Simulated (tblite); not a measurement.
Compound: C6H12FO (doublet state).
Atom-mapped SMILES: `[CH2:1][O:2][C:3]([CH3:4])([CH3:5])[CH2:6][CH2:7][F:8]` (hydrogens: H9, H10 on C1; H11, H12, H13 on C4; H14, H15, H16 on C5; H17, H18 on C6; H19, H20 on C7)

Computed geometry: GFN2-xTB, gas phase. This method treats the open shell by occupation alone, without spin polarisation.

**Question.** What internal coordinates does the optimisation give?

**Answer.** 
| bond | length (Å) | order |
| --- | --- | --- |
| C1–O2 | 1.361 | single |
| O2–C3 | 1.423 | single |
| C3–C4, C3–C5 | 1.534 | single |
| C3–C6 | 1.542 | single |
| C6–C7 | 1.523 | single |
| C7–F8 | 1.376 | single |
| C1–H9 | 1.072 | single |
| C1–H10 | 1.074 | single |
| C4–H11 and 5 like bonds | 1.086 | single |
| C6–H17, C6–H18 | 1.092 | single |
| C7–H19, C7–H20 | 1.094 | single |

Bonds in one row agree within 0.01 Å and their mean is given. Orders are formal, as drawn. A selection of angles:
| angle | degrees |
| --- | --- |
| O2–C1–H9 | 112.7 |
| O2–C1–H10 | 120.7 |
| H9–C1–H10 | 120.4 |
| C1–O2–C3 | 119.0 |
| O2–C3–C4 | 104.6 |
| O2–C3–C5 | 111.5 |
| O2–C3–C6 | 110.5 |
| C4–C3–C5 | 109.3 |
| C4–C3–C6 | 111.7 |
| C5–C3–C6 | 109.3 |
| C3–C4–H11 | 110.1 |
| C3–C4–H12 | 110.6 |
| H11–C4–H12 | 109.5 |
| H11–C4–H13 | 108.1 |
| C3–C6–C7 | 113.0 |
| C3–C6–H17 | 109.3 |
| C7–C6–H17 | 109.7 |
| C7–C6–H18 | 107.6 |
| H17–C6–H18 | 108.2 |
| C6–C7–F8 | 109.6 |
| C6–C7–H19 | 112.4 |
| F8–C7–H19 | 106.3 |
| F8–C7–H20 | 106.9 |
| H19–C7–H20 | 110.2 |

Dihedral angles: C1–O2–C3–C4 180° (antiperiplanar); O2–C3–C6–C7 -57° (synclinal); C3–C6–C7–F8 173° (antiperiplanar). The mirror-image conformer, all signs reversed, is as good.

C1 (carbon bonded to O and 2 H) has angles 120.7°, 120.4° and 112.7°, sum 353.8°, 0.17 Å off the plane of its three neighbours. The 2 C–O bonds span 1.361 Å (C1–O2, drawn single) to 1.423 Å (O2–C3, drawn single), a spread of 0.062 Å. Of the pairs four or more bonds apart, C1···H18 is among the closest relative to their van der Waals radii: 2.67 Å, 92 % of the sum of Bondi's values.

Point group: C1 (no symmetry element, even within 0.4 Å). Its GFN2-xTB frequencies are all real (lowest 63 cm⁻¹). Torsions: H–C1–O2–C3 -177° and -24°, C1–O2–C3–C4 180°, O2–C3–C6–C7 -57°, C3–C6–C7–F8 173°.
